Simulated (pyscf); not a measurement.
# HO–In(OH)–OH (SMILES [OH][In]([OH])[OH]), singlet

Gas-phase minimum from PySCF at ωB97X-D3(BJ)/def2-SVP, one conformer. 

```
In
O 1 1.9782
H 2 0.9652 1 111.00
O 1 1.9826 2 118.78 3 179.90
H 4 0.9642 1 113.31 2 -179.38
O 1 1.9919 2 116.68 3 -0.13
H 6 0.9640 1 114.17 2 -179.43
```

Properties at ωB97X-D3(BJ)/def2-SVP:

Harmonic wavenumbers, unscaled: 124, 126, 152, 162, 257, 287, 605, 635, 651, 771, 818, 848, 3895, 3905, 3908 cm⁻¹
Zero-point energy: 24.5 kcal/mol
Rotational symmetry number: 1
Entropy of this conformer at 298 K and 1 atm, rigid rotor and harmonic oscillator, modes under 100 cm⁻¹ raised to 100: 349.6 J/(mol K)
Dipole moment: 2.80 D

Single-point totals, which compare only within one level (frozen core for MP2 and CC):

```
level                   total energy (hartree)
----------------------  ----------------------
ωB97X-D3(BJ)/def2-TZVP              -417.86201
PBE/def2-TZVP                       -417.52841
r²SCAN/def2-TZVP                    -417.72213
B3LYP-D3(BJ)/def2-TZVP              -417.83371
PBE0-D3(BJ)/def2-TZVP               -417.51895
M06-2X/def2-TZVP                    -417.60581
ωB97M-D3(BJ)/def2-TZVP              -417.83466
HF/def2-TZVPP                       -415.68949
MP2/def2-TZVPP                      -416.71144
CCSD/def2-TZVPP                     -416.70411
CCSD(T)/def2-TZVPP                  -416.74072
```

Soft torsions are taken as harmonic, which can shift the entropy by several J/(mol K). The CCSD(T) − MP2 part came from Ansatz, without density fitting, on the same reference. The frozen core leaves the outer d or s,p core shells of the metals and heavy elements correlated in the MP2 and CC values, and def2-TZVPP describes them poorly, so these totals are far from the basis limit. Elements past Kr carry the def2 core potentials, without spin-orbit coupling.
